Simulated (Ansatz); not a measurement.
One change: `N[Si](O)(Cl)Br` becomes `N[Si](O)(F)Cl`.

Ansatz, PBE0-D4/def2-TZVP geometries, multiplicity 1. Each molecule was computed in one conformer, which needn't be the lowest.

Scalar relativity is left out up to krypton. Spin–orbit coupling is left out; it splits and shifts lone-pair levels of the heavy atoms by tenths of an eV.

```tsv
property	`N[Si](O)(Cl)Br`
ideal-gas entropy at 298 K and 1 bar (rigid rotor, harmonic PBE0-D4/def2-TZVP) / J/(mol·K)	362
HOMO energy (PBE0/def2-TZVPP) / eV	-8.05
HOMO–LUMO gap (ωB97M-V/def2-TZVPP) / eV	12.16
HOMO energy (B3LYP/def2-TZVPP) / eV	-7.78
HOMO energy (PBE/def2-TZVPP) / eV	-6.64
HOMO–LUMO gap (B3LYP/def2-TZVPP) / eV	7.69
```

Problem. Give the same properties after the change, and the shifts. (Estimate.)

Solution. The calculation gave: 
| property | `N[Si](O)(F)Cl` | shift |
| --- | --- | --- |
| ideal-gas entropy at 298 K and 1 bar (rigid rotor, harmonic PBE0-D4/def2-TZVP) / J/(mol·K) | 338 | -24 |
| HOMO energy (PBE0/def2-TZVPP) / eV | -8.35 | -0.30 |
| HOMO–LUMO gap (ωB97M-V/def2-TZVPP) / eV | 12.66 | 0.50 |
| HOMO energy (B3LYP/def2-TZVPP) / eV | -8.07 | -0.29 |
| HOMO energy (PBE/def2-TZVPP) / eV | -6.79 | -0.15 |
| HOMO–LUMO gap (B3LYP/def2-TZVPP) / eV | 8.15 | 0.46 |

With PBE0 the HOMO falls by 0.30 eV and the LUMO rises by 0.20 eV, so the gap widens by about 0.50 eV. PBE moves the HOMO by -0.15 eV and ωB97M-V by -0.43 eV.

B3LYP here is the variant with VWN-RPA as its local correlation; programs differ in this.
